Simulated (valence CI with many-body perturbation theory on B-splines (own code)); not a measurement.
Values are calculated unless marked as measured or tabulated.
## Hyperfine factors and g values of Gd14+

Method: configuration interaction combined with many-body perturbation theory (CI+MBPT): four valence electrons over a frozen Dirac-Fock core [Kr] 4d10, a basis of 8 s, 8 p, 9 d, 9 f, 6 g, 3 h, 2 i functions for each j, with the one-electron correlation potential Σ1, the two-electron term Σ2, the three-electron term Σ3, Breit, model QED; selected CI, second order for the rest, scaled by the run's own slope (own B-spline code, finite nucleus).

No measured levels were compared; by estimate terms of the open shell hold to a few per cent of their energy, and close levels can change places; configurations with another count of f electrons can be misplaced by thousands of cm⁻¹. Core correlation moves these levels by up to 44000 cm⁻¹, and in measured spectra 5 to 20 % of such shifts remained as error; rates that hang on mixing are uncertain with them.

A/g_I is the dipole constant over the nuclear g factor μ/I (μ in nuclear magnetons, uniformly magnetised nucleus), B/Q the quadrupole constant per barn. Both hold the static response of the core; the bare values leave it out. Large factors of s and p1/2 electrons are usually good to 5 to 10 %; those of open d and f shells near neutrality can be off by tens of per cent, and small factors of p3/2, d and f electrons come from cancelling terms and can be off by a factor of two or in sign, in half-filled shells by more. B is blank for J = 1/2, where it vanishes, and for nearly pure S terms. Energies count from the lowest level. Levels with J = 0 are left out.

Names give the largest LS component (configuration and term), which can be under half, so a name can repeat, a term be missing and a line seem to break the LS rules; names also repeat where a configuration has a term twice. Letters in brackets count levels of one name in rising energy.

```
           Level  E (eV)      g  A/g_I (MHz)  A/g_I bare  B/Q (MHz/b)  B/Q bare
    4f3 5s 5I°_4  0.0000  0.606       -12700      -12000          651       551
    4f3 5s 5I°_5  0.3514  0.901         1920        1860          630       521
    4f3 5s 5I°_6  0.7961  1.070         6680        6430          691       559
    4f3 5s 5I°_7   1.287  1.176         8710        8410          802       640
    4f3 5s 5I°_8   1.801  1.246         9720        9400          948       753
    4f3 5s 3I°_5   2.108  0.851         3400        3200          696       587
    4f3 5s 5F°_1   2.651  0.035       -33800      -32200         -243      -200
        4f4 5I_4   2.670  0.608         1860        1500         -730      -581
    4f3 5s 5F°_2   2.827  1.011         7400        7030        -99.0     -84.8
    4f3 5s 3I°_6   2.884  1.025        -2860       -2490          826       676
        4f4 5I_5   3.060  0.902         1210        1170         -669      -546
    4f3 5s 5F°_3   3.078  1.242        12500       11900         -345      -297
    4f3 5s 5F°_4   3.234  1.144         2980        3070         -925      -783
    4f3 5s 5S°_2   3.260  1.955        35300       33900                       
4f3 5s 5F°_5 [a]   3.300  1.228        14300       13700        -1120      -942
        4f4 5I_6   3.468  1.069          847        1000         -664      -554
    4f3 5s 3H°_4   3.476  1.027        -1100        -854         -223      -188
    4f3 5s 3I°_7   3.618  1.135        -5880       -5200          983       792
4f3 5s 5F°_5 [b]   3.847  1.201        12200       11700         -253      -217
        4f4 5I_7   3.881  1.172          632         906         -690      -586
    4f3 5s 5G°_2   3.968  0.339       -22000      -20900         -102     -75.7
    4f3 5s 5G°_3   4.084  0.885        -2920       -2660        -90.2     -67.1
    4f3 5s 3H°_6   4.250  1.184        12600       12100         -156      -154
        4f4 5I_8   4.292  1.240          500         857         -742      -638
    4f2 5s2 3H_4   4.390  0.809         1490        1430         1740      1500
    4f3 5s 5G°_4   4.398  1.111        10000        9580          174       150
4f3 5s 3G°_3 [a]   4.524  0.840        -6970       -6500         -900      -754
    4f3 5s 3F°_2   4.594  0.767         9410        8690         -701      -583
    4f3 5s 5G°_5   4.869  1.223        10400       10100          136       109
    4f3 5s 3K°_6   4.879  0.861        -9060       -8400         2370      1970
    4f3 5s 3S°_1   4.899  1.563       -32100      -29200        -24.9     -21.8
    4f3 5s 1H°_5   4.954  1.068        -3620       -3180         -356      -306
4f3 5s 3G°_4 [a]   4.967  1.080         9700        9210         -835      -697
    4f3 5s 3K°_7   5.059  1.018         7290        6950         2470      2050
    4f2 5s2 3H_5   5.215  1.032         1060        1160         1870      1580
    4f3 5s 3F°_3   5.226  1.050        -6740       -6100         -604      -505
    4f3 5s 3F°_4   5.233  1.127        -4850       -4230        -1150      -969
        4f4 5F_1   5.336  0.035         3470        2570          262       213
    4f3 5s 5G°_6   5.346  1.303        12700       12200        -66.9     -69.1
        4f4 5F_2   5.387  0.969         1200        1290          344       277
```

Question: Take the isotope of mass number 157, with I = 3/2, μ = -0.3398 μN and Q = 1.35 b. What is the hyperfine structure of 4f3 5s 5I°_8?

Answer: From the table A = -2200 MHz, B = 1280 MHz. Shifts from the centre of gravity in MHz: F = 13/2: 30200, F = 15/2: 12900, F = 17/2: -5940, F = 19/2: -26100.
